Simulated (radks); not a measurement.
Values are calculated unless marked as measured or tabulated.
Ionisation of the ytterbium ion Yb36+, [Ar] 3d10 4s2 4p4, to Yb37+, [Ar] 3d10 4s2 4p3, under several functionals. Dirac Kohn-Sham, spin-unpolarised, spherical densities, point nucleus; open shells fill j = l - 1/2 first; a radial shooting solver on a logarithmic mesh with Libxc functionals.

| functional | E(Yb36+) (hartree) | Exc (hartree) | IE (eV) | -e(HOMO) (eV) | <r> HOMO (bohr) | IE error (eV) |
|---|---|---|---|---|---|---|
| AM05 | -13310.3131 | -227.0223 | 1619.6 | 1594.3 | 0.4514 | +1.6 |
| BLYP | -13319.8099 | -236.6007 | 1619.7 | 1594.3 | 0.4516 | +1.7 |
| OLYP | -13322.2341 | -239.0990 | 1621.5 | 1596.4 | 0.4512 | +3.5 |
| PBE | -13318.6891 | -235.4712 | 1619.6 | 1594.3 | 0.4516 | +1.6 |
| exchange-only PBE | -13316.7647 | -233.5405 | 1617.9 | 1592.5 | 0.4518 | -0.1 |
| XLYP | -13320.6189 | -237.4162 | 1619.7 | 1594.4 | 0.4517 | +1.7 |

NIST Atomic Spectra Database: 1618 eV (theoretical). Closest: exchange-only PBE. The Delta-SCF values span 3.69 eV, the total energies 11.92 hartree. The highest occupied level is 4p3/2. Spin polarisation and multiplet splitting are left out, so open shells lie too high by an amount that depends on their filling.

Beside tabulated values, note that spin-unpolarised runs miss the spin-polarisation part of the exchange energy of open shells.
